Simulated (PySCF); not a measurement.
(KSH)2 ring, H2K2S2.
Cartesian coordinates in Å at the PBE0-D3(BJ)/def2-SVP level; atoms count from 1:
```
atom  x, y, z in Å
K1     0.824   -1.666    0.845
S2    -2.075   -0.850    0.607
K3    -0.978    1.111   -1.411
S4     1.898    0.230   -1.242
H5    -2.110   -0.027    1.679
H6     2.441    1.203   -0.478
```

Computed with PBE0-D3(BJ)/def2-SVP geometry optimisation, gas phase in PySCF.

Question: Which atoms are bound to K1, and at what distances?

Answer: 2 atoms: S4 3.017 Å, S2 3.022 Å. The nearest atom not counted as bound is H5, at 3.46 Å.

Question: What is the shape at K1?

Answer: Bent: angle 96.7°.

Question: What are the other bond lengths?

Answer: S2–H5, S4–H6 1.352 Å.

Question: Give some angles away from the centre.

Answer: K1–S2–K3 83.1°.

Question: What are the rotational constants (commonest isotopes, rigid rotor)?

Answer: A = 1599, B = 1475, C = 775.1 MHz: an asymmetric top.

Point group: near C2v, missed by 0.10 Å at most; the miss may be what the optimiser left on a soft mode (Cs holds within 0.08 Å). Charge 0, singlet. No PBE0-D3(BJ)/def2-SVP frequencies stand behind this structure, so it isn't proved a minimum.

Time: 58 s of wall time. Hardware: one thread, x86-64 server (shared host). That covers the optimisation of the geometry.

One conformer stands for the species.
